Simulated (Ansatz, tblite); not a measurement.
Removing and adding an electron: `N#Cc1ccc(C23CC(C#N)(C2)C3)cc1`. Charge 0, multiplicity 1. Geometry: r2SCAN-D4/def2-SVP. Ansatz, gas phase; energy differences of separate SCF runs; the oxidised species was run as a doublet alone; the reduced species was run as a doublet alone.

```xyz
25

N    -5.634   -1.538    1.191
C    -4.533   -1.240    0.954
C    -3.181   -0.873    0.664
C    -2.445   -0.100    1.586
C    -1.131    0.253    1.299
C    -0.522   -0.150    0.097
C     0.883    0.237   -0.194
C     1.717   -0.114   -1.457
C     2.659    0.733   -0.551
C     4.024    1.110   -0.832
N     5.124    1.415   -1.057
C     1.455    1.687   -0.305
C     2.150   -0.110    0.653
C    -1.261   -0.920   -0.815
C    -2.579   -1.281   -0.540
H    -2.915    0.215    2.520
H    -0.564    0.854    2.017
H     1.999   -1.170   -1.590
H     1.409    0.358   -2.404
H     1.491    2.280    0.622
H     1.118    2.281   -1.169
H     2.232    0.364    1.644
H     2.451   -1.169    0.670
H    -0.796   -1.239   -1.752
H    -3.151   -1.881   -1.252
```

The xTB rows come from tblite.

(1) Estimate orbital energies and vertical ionisation energies and electron affinities at: GFN1-xTB; GFN2-xTB; PBE-D4/def2-SVP; PBE0-D4/def2-SVP.

Results:

(1) 
| level | −HOMO (eV) | vertical IE (eV) | −LUMO (eV) | vertical EA (eV) | HOMO–LUMO gap (eV) | IE − EA (eV) | remarks |
| --- | --- | --- | --- | --- | --- | --- | --- |
| GFN1-xTB | 12.18 | 14.49 | 8.50 | 5.94 | 3.68 | 8.54 | – |
| GFN2-xTB | 11.50 | 13.66 | 7.82 | 5.22 | 3.68 | 8.45 | – |
| PBE-D4/def2-SVP | 6.70 | 9.01 | 2.64 | 0.33 | 4.06 | 8.68 | HOMO above zero (-1 doublet) |
| PBE0-D4/def2-SVP | 7.73 | 9.33 | 1.86 | 0.29 | 5.87 | 9.04 | HOMO above zero (-1 doublet) |

   A HOMO above zero means that the electron is unbound at that level or that self-interaction error raises the level; the energy of removing that electron tells which. Raw xTB energy differences between charge states are shifted by several eV; the methods need an empirical correction for them. Sets without diffuse functions give affinities that are too small.
